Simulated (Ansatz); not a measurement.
Relaxation of BH5O3 (9 atoms, charge 0, multiplicity 1), to a largest force component of 0.03 eV/Å in at most 50 steps.

Computed with RKS B3LYP-D4/def2-SVP in Ansatz 0.2.0.

```xyz
9
Properties=species:S:1:pos:R:3
B 0.021 0.411 -0.330
O -0.067 0.041 2.255
H -1.003 -0.078 2.039
O 1.198 -0.132 -0.734
H 1.167 -1.039 -1.064
O -1.225 -0.142 -0.436
H -1.272 -1.033 -0.806
H 0.065 1.529 0.095
H 0.118 0.925 1.860
```

Problem. Where does it end, and by what steps?

Solution. The forces met the threshold. The force dipped under the threshold on the way, but the program's further checks kept it going. After 12 steps the energy has fallen by 0.090 eV; H9 moved furthest, 0.65 Å.

```json
{"step": "0", "energy less start (eV)": "0.0000", "largest force component (eV/Å)": "0.738", "accepted": "yes"}
{"step": "1", "energy less start (eV)": "-0.0498", "largest force component (eV/Å)": "0.525", "accepted": "yes"}
{"step": "2", "energy less start (eV)": "-0.0310", "largest force component (eV/Å)": "1.687", "accepted": "no"}
{"step": "3", "energy less start (eV)": "-0.0648", "largest force component (eV/Å)": "0.331", "accepted": "yes"}
{"step": "4", "energy less start (eV)": "-0.0778", "largest force component (eV/Å)": "0.151", "accepted": "yes"}
{"step": "5", "energy less start (eV)": "-0.0854", "largest force component (eV/Å)": "0.090", "accepted": "yes"}
{"step": "6", "energy less start (eV)": "-0.0869", "largest force component (eV/Å)": "0.057", "accepted": "yes"}
{"step": "7", "energy less start (eV)": "-0.0877", "largest force component (eV/Å)": "0.094", "accepted": "yes"}
{"step": "8", "energy less start (eV)": "-0.0722", "largest force component (eV/Å)": "1.072", "accepted": "no"}
{"step": "9", "energy less start (eV)": "-0.0891", "largest force component (eV/Å)": "0.022", "accepted": "yes"}
{"step": "10", "energy less start (eV)": "-0.0869", "largest force component (eV/Å)": "0.440", "accepted": "no"}
{"step": "11", "energy less start (eV)": "-0.0895", "largest force component (eV/Å)": "0.163", "accepted": "yes"}
{"step": "12", "energy less start (eV)": "-0.0898", "largest force component (eV/Å)": "0.008", "accepted": "yes"}
```

```xyz
9
Properties=species:S:1:pos:R:3
B 0.027 0.486 -0.508
O -0.151 -0.096 2.317
H -0.925 -0.011 1.740
O 1.175 -0.121 -0.897
H 1.127 -1.079 -1.012
O -1.196 -0.121 -0.388
H -1.203 -1.070 -0.574
H 0.064 1.671 -0.301
H 0.084 0.823 2.503
```

Whether the end is a true minimum wasn't checked by a vibrational analysis.

Run time: 37 s on 1 thread of Arm Neoverse V1 (shared host), peak memory 0.15 GiB.
